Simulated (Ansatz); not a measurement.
Consider the redistribution: `NB(F)[SiH3]` + `N/C=C/[SiH3]` → `NB(F)/C=C/[SiH3]` + `N[SiH3]`.

Gas-phase electronic energies from Ansatz, PBE0-D4/def2-TZVP geometries. CCSD(T)/CBS adds triple-zeta CCSD(T) − MP2 to the extrapolated MP2 energy (def2 sets, frozen cores). This one scheme is used for every species. Double bonds are as drawn, so ΔE can hold a change between cis and trans. Functionals use def2-TZVPP. HSE06 is defined as in plane-wave codes. Each species was taken in one conformer, which may not be the lowest.

| level | ΔE (kJ/mol) | difference from CCSD(T)/CBS |
| --- | --- | --- |
| r2SCAN-D4 | -95.1 | 16.6 |
| PBE0-D4 | -88.5 | 23.2 |
| HSE06-D4 | -88.4 | 23.3 |
| BHLYP-D4 | -109.9 | 1.8 |
| PBE-QIDH | -102.0 | 9.7 |
| r2SCAN | -94.8 | 16.9 |
| HSE06 | -88.1 | 23.6 |
| CAM-B3LYP | -102.9 | 8.8 |
| RPA@PBE/def2-TZVPP | -105.3 | 6.4 |
| MP2/def2-TZVPP | -114.7 | -3.0 |
| CCSD(T)/CBS | -111.7 | 0 |

Largest T1 diagnostic among the species: 0.013.

From r2SCAN to r2SCAN0 (25 % exact exchange), in def2-TZVPP and without D4, ΔE moves by −4.8 kJ/mol. Leaving LDA and LC-ωPBE aside and taking each functional with its dispersion term where it has one, the values, not all of them listed here, spread over 30.7 kJ/mol, from BHLYP-D4 to PBE-D4. LDA lies +4.6 kJ/mol from PBE without D4.
